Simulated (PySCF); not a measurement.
## Stationary points of SnH₃⁻

Level of theory: PBE0 in PySCF with Sn def2-TZVPD with ECP28, H def2-TZVPD; scalar-relativistic core potentials, no spin–orbit coupling; density-fitted integrals.

Relaxations began from a few typed shapes. The search is not exhaustive: other isomers or separated fragments can lie lower, and high-lying points may rest on an excited occupation.

(1) Order these stationary points by electronic energy, lowest first, in kJ/mol from the lowest minimum.
A. singlet C3v: Sn–H 1.798 Å (×3); H–Sn–H 92.6° (×3)
B. singlet D3h: Sn–H 1.691 Å (×3); H–Sn–H 120.0° (×3)

(2) Which of them are minima?

Answers

(1) A (0.0), B (151.2).

(2) By energy in kJ/mol, 0.0: minimum; 151.2: saddle point, 1 imaginary mode.

Counting electrons, tin keeps 2 of its valence electrons outside its bonds, so the VSEPR class is AX3E1 and the expected shape is trigonal pyramidal (C3v), as computed. The angle of 93° is close to 90°: the heavy centre bonds with nearly pure p orbitals and keeps its lone pair s-like.

For the lowest minimum: the lowest empty level of this anion is unbound, so it and the gap depend on the basis.
